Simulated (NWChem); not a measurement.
C$_{2}$H$_{6}$N anion

```xyz
9

C      0.2156    -1.2273     0.0394
C     -0.4948     0.1631    -0.0187
N      0.3344     1.3050     0.1003
H     -0.5065    -2.0751    -0.0040
H      0.8068    -1.3002     0.9680
H      0.9162    -1.3252    -0.8082
H     -1.1451     0.1046    -0.9519
H     -1.2312     0.1549     0.8205
H      0.8487     1.4222    -0.7804
```
Atoms are numbered in this order, from 1.

Computed with NWChem. Pople sets run with spherical d functions. Sets without diffuse functions describe the anion's extra electron poorly. All runs use the structure optimised with B3LYP/def2-SVPD. Atomic charges in e: unrestrained fits to the electrostatic potential beside Mulliken populations; buried atoms are poorly determined by the fit.

Task: What does the run give for Hartree-Fock/6-31G*? Quantities: ESP C1; Mulliken C1; ESP C2; Mulliken C2; ESP N3; Mulliken N3; relative RMS misfit of the potential (%).

Result: 
```
Quantity                                  Value
----------------------------------------  -----
ESP C1                                    -0.12
Mulliken C1                               -0.44
ESP C2                                     0.90
Mulliken C2                                0.01
ESP N3                                    -1.36
Mulliken N3                               -0.99
relative RMS misfit of the potential (%)      4
```
